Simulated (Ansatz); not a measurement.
The cluster Cs₃F₂. The state is a quartet with charge 0. Geometry PBE-D4/def2-TZVP; atoms count from 1.

Cartesian coordinates in Å:
```
Cs -2.534 1.177 -0.607
Cs 1.406 -2.092 1.340
Cs 2.134 1.747 -1.375
F -1.198 -1.010 0.730
F 0.191 0.178 -0.088
```

In the def2 sets Cs takes a core potential; there is no spin–orbit coupling. At PBE0-D4/def2-TZVP a doublet of charge 0 lies 5.06 eV below the quartet, each at its own geometry. The structure comes from a short search, and lower isomers may exist.

Q: Estimate the Mulliken populations from the PBE0/def2-TZVP orbitals of Ansatz.

A: 
```json
{"atom": "Cs1", "charge (e)": "0.28", "spin (α − β)": "0.66"}
{"atom": "Cs2", "charge (e)": "0.28", "spin (α − β)": "0.65"}
{"atom": "Cs3", "charge (e)": "0.27", "spin (α − β)": "0.69"}
{"atom": "F4", "charge (e)": "-0.35", "spin (α − β)": "0.58"}
{"atom": "F5", "charge (e)": "-0.48", "spin (α − β)": "0.42"}
```
Mulliken values and Mayer orders depend strongly on the basis.

Q: Where does the spin sit?

A: Summed by element: Cs 2.00, F 1.00, of 3 unpaired in all. Largest on single atoms: Cs3 0.69, Cs1 0.66, Cs2 0.65.

Q: And the Mayer bond orders between bonded heavy atoms (over 0.3)?

A: Cs1–Cs3 0.44 (4.76 Å); Cs2–Cs3 0.44 (4.76 Å). Values over 0.3 also appear between atoms too far apart for a bond (F4–F5 0.44 at 2.00 Å); they arise where an orbital or an unpaired electron spreads over both atoms.
